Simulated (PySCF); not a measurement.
## Which determinant of ZnSe lies lowest?

Unrestricted PBE0; PySCF, no relativity, basis sets Zn def2-TZVPP, Se def2-TZVPP. Outer shells of the fragments: Zn 3d10 4s2; Se 3d10 4s2 4p4.

Followed along the bond (rough minima from three points):

| 2Ms+1 | unpaired | ⟨S²⟩ at the start | R at minimum (Å) | Te (eV) |
| --- | --- | --- | --- | --- |
| 1 | none | 0.00 | 2.18 | 0.00 |
| 3 | σ ↑, π ↑ | 2.01 | 2.39 | 0.17 |
| 1 | σ ↑, π ↓ | 1.01 | 2.38 | 0.27 |

Solutions found at the starting distance of 2.305 Å, counted from the lowest of them; the search is not exhaustive and high or unbound solutions are not listed, so other states can lie among these:

| 2Ms+1 | unpaired | term | E (eV) | ⟨S²⟩ | ⟨Lz²⟩ | μ (D) |
| --- | --- | --- | --- | --- | --- | --- |
| 1 | none | ¹Σ⁺ | 0.00 | 0.00 | 0.00 | -5.38 |
| 3 | σ ↑, π ↑ | ³Π | 0.10 | 2.01 | 1.01 | -1.43 |
| 1 | σ ↑, π ↓ | mixed | 0.20 | 1.01 | 1.01 | -1.51 |
| 3 | σ ↑↑ | ³Σ⁺ | 2.17 | 2.01 | 0.00 | -2.77 |
| 3 | π ↑↑ | ³Σ⁻ | 2.60 | 2.01 | 0.00 | 4.11 |
| 1 | π ↑↓ | mixed | 2.99 | 1.01 | 2.02 | 4.08 |

A term symbol is given only where ⟨S²⟩ and ⟨Lz²⟩ are close to those of a pure state; real π, δ and φ orbitals otherwise mix terms. A positive dipole means Zn(−)Se(+).

Problem. Compare the gap between the two lowest followed solutions at the starting distance with the gap between their minima.

Solution. At PBE0 the second solution (triplet, unpaired electrons σ ↑, π ↑) lies +0.10 eV from the first (singlet, closed shell) at 2.305 Å and +0.17 eV at the minima; the two curves relax by different amounts, since their minima lie near 2.39 and 2.18 Å.

Counting both spins, an empty level lies below a filled one in some of these solutions, because spin and occupation are held.
